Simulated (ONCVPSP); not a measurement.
**Mo: variants of one ONCV potential**

Base potential:

molybdenum (Mo), optimised norm-conserving Vanderbilt (ONCV), made with ONCVPSP 4.0.1 (PBE, scalar-relativistic). Core [Ar] 3d10, reference 4s2 4p6 4d5 5s1. Waves: 4s+5s: rc 2.05 bohr, ncon 4, nbas 8, qcut 5.3 1/bohr, 3 projectors, debl 1.5 Ha; 4p: rc 1.65 bohr, ncon 4, nbas 7, qcut 8.6 1/bohr, 3 projectors, debl 3.4 Ha; 4d: rc 2.15 bohr, ncon 4, nbas 9, qcut 8 1/bohr, 2 projectors, debl 2.7 Ha. Local part: polynomial inside 1.05 bohr (lpopt 5, dvloc0 3 Ha). Core correction: none.

Cutoffs, loose and tight: the cutoffs (Ha) at which the residual kinetic energy of the hardest occupied pseudo-wave falls to 1 and 0.1 mHa per electron. They do not see the model core or the augmentation charge, which bear on the density cutoff. Test errors are all-electron minus pseudo excitation energies from the reference, over the configurations 4s2 4p6 4d5 5s0; 4s2 4p6 4d4 5s0; 4s2 4p6 4d3 5s0; 4s2 4p6 4d2 5s0. A dash means not determined; rows that change the core or the reference have their own tests. The largest error is taken over the tests solved by every variant that gives reliable tests at all: 4s2 4p6 4d3 5s0; 4s2 4p6 4d4 5s0; 4s2 4p6 4d5 5s0.

| change | outcome | cutoff, loose | cutoff, tight | bound ghosts | GHOST(+) flags above zero | largest test error (meV) |
| --- | --- | --- | --- | --- | --- | --- |
| base | generated | 22 Ha | 28 Ha | none | s, d | +5.3 |
| d: rc 3.14 | generated | 22 Ha | 28 Ha | none | s | +53 |
| s: qcut 5.7; p: qcut 9.2; d: qcut 8.6 | generated | 23 Ha | 30 Ha | none | s | +2.5 |
| p: nproj 2 | generated | 22 Ha | 28 Ha | none | s, d | +5.3 |
| d: rc 1.65, qcut 10.4 | generated | 22 Ha | 28 Ha | none | s | -2.5 |
| local potential polynomial inside 1.40 bohr (lpopt 5, dvloc0 -1 Ha) | generated | 22 Ha | 28 Ha | none | none | +5.4 |

Problem. What comes out with this change to the base: s: qcut 3?

Solution. outcome: generated; cutoff, loose: 22 Ha; cutoff, tight: 34 Ha; bound ghosts: none; GHOST(+) flags above zero: s, d; largest test error (meV): +3.5.

Problem. What comes out with this change to the base: s: rc 1.62?

Solution. outcome: generated; cutoff, loose: 22 Ha; cutoff, tight: 62 Ha; bound ghosts: none; GHOST(+) flags above zero: s, d; largest test error (meV): +4.4.
